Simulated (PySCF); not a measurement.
Correlation energy of W³⁺ (tungsten, charge +3)

[Xe] 4f14 5d3, high-spin 4F determinant. Computed with PySCF 2.14 in x2c-TZVPPall with one added diffuse shell each of s, p, d, f type (12s8p8d4f1g, 113 functions), with scalar relativity by spin-free X2C-1e. Frozen: [Xe] 4f14; 3 electrons correlated.

```json
{"level": "CCSD", "correlation energy (mhartree)": "-14.35"}
{"level": "(T)", "correlation energy (mhartree)": "-0.05"}
{"level": "CCSD(T)", "correlation energy (mhartree)": "-14.40"}
```

Diagnostics: T1 = 0.0011, D1 = 0.0015, largest double amplitude 0.013.

Question: Is a single reference adequate?

Answer: Yes, within this model without spin-orbit coupling: T1 lies below 0.03 and no double amplitude reaches 0.07.
